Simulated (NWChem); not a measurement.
Species: BeCl2; SMILES [Cl][Be][Cl]

All runs: NWChem. Structure relaxed at the PBE-D3(BJ)/def2-SVP level. Vertical excitations in the gas phase; the lowest state need not have the same character in each row.

**Question.** Among these, which level gives the lowest value of “lowest excitation, singlet (eV)”?
A. PBE/def2-SVP, full TDDFT
B. B3LYP/def2-SVP, full TDDFT
C. BHandHLYP/def2-SVP, full TDDFT

**Answer.** A, PBE/def2-SVP, full TDDFT. Values: PBE/def2-SVP, full TDDFT 7.04; B3LYP/def2-SVP, full TDDFT 7.38; BHandHLYP/def2-SVP, full TDDFT 7.99
